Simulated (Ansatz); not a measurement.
A nudged elastic band was laid between two geometries of CH₄O₂Si (8 atoms, charge 0, multiplicity 1).

Level of theory: Ansatz, RKS PBE0-D4/def2-SVP.

```json
{
 "movable images": "9",
 "climbing image": "yes",
 "spring": "5.0 eV/Å²",
 "optimiser": "quadratic models (default)",
 "start path": "through a guess of the saddle point",
 "force threshold": "0.05 eV/Å",
 "iteration limit": "60",
 "end points": "relaxed"
}
```

Image 0:

```xyz
8
Properties=species:S:1:pos:R:3
O -1.409 1.227 -0.540
Si 0.013 0.715 0.112
C 0.510 -1.010 0.356
O 1.044 -0.238 -0.792
H -1.889 0.613 -1.104
H 0.564 1.864 0.851
H -0.123 -1.855 0.046
H 1.288 -1.318 1.070
```

Image 10:

```xyz
8
Properties=species:S:1:pos:R:3
O -1.071 1.171 0.014
Si 0.937 0.710 0.646
C 0.537 -1.090 0.326
O 0.911 -0.267 -0.796
H -0.894 0.715 -0.833
H -1.182 2.107 -0.200
H -0.499 -1.461 0.291
H 1.260 -1.887 0.552
```

Q: Which bonds break or form, and what moves?

A: Bonds broken: Si2–H6. Bonds formed: O1–H6.

Q: What energy profile does the band end with?

A: The run converged. The highest image is number 5 of 0 to 10, 3.04 eV above the first end and 1.56 eV above the last; the last end lies 1.48 eV above the first. Neighbouring images differ by up to 1.3 eV, so the band resolves the path poorly. A vibrational analysis at the climbing image gives one clearly imaginary mode, 1491i cm⁻¹: a first-order saddle point. The orbitals stay closed-shell, which can raise the energy where a bond breaks towards radicals; this wasn't checked here.

```tsv
image	path coordinate (Å)	energy (eV)	Si2–H6 (Å)	O1–H6 (Å)
0	0.00	0.00	1.47	2.50
1	0.42	0.05	1.47	2.51
2	0.85	0.17	1.48	2.51
3	1.27	0.68	1.48	2.22
4	1.70	1.99	1.50	1.79
5	2.12	3.04	1.61	1.35
6	2.48	2.27	1.85	1.04
7	2.83	1.75	2.23	0.97
8	3.19	1.58	2.50	0.97
9	3.54	1.51	2.62	0.97
10	3.90	1.48	2.68	0.97
```

Q: What is the geometry of the highest image?

A: 
```xyz
8
Properties=species:S:1:pos:R:3
O -1.344 1.169 -0.142
Si 0.352 0.671 0.410
C 0.632 -1.146 0.374
O 0.980 -0.348 -0.789
H -1.516 1.038 -1.091
H -0.389 2.073 0.156
H -0.208 -1.838 0.211
H 1.492 -1.619 0.871
```

The band took 10 iterations and about 3 core-minutes.

Run time: 3.5 min on 1 thread of Intel(R) Xeon(R) Platinum 8488C (Sapphire Rapids), on a shared host, peak memory 0.25 GiB.
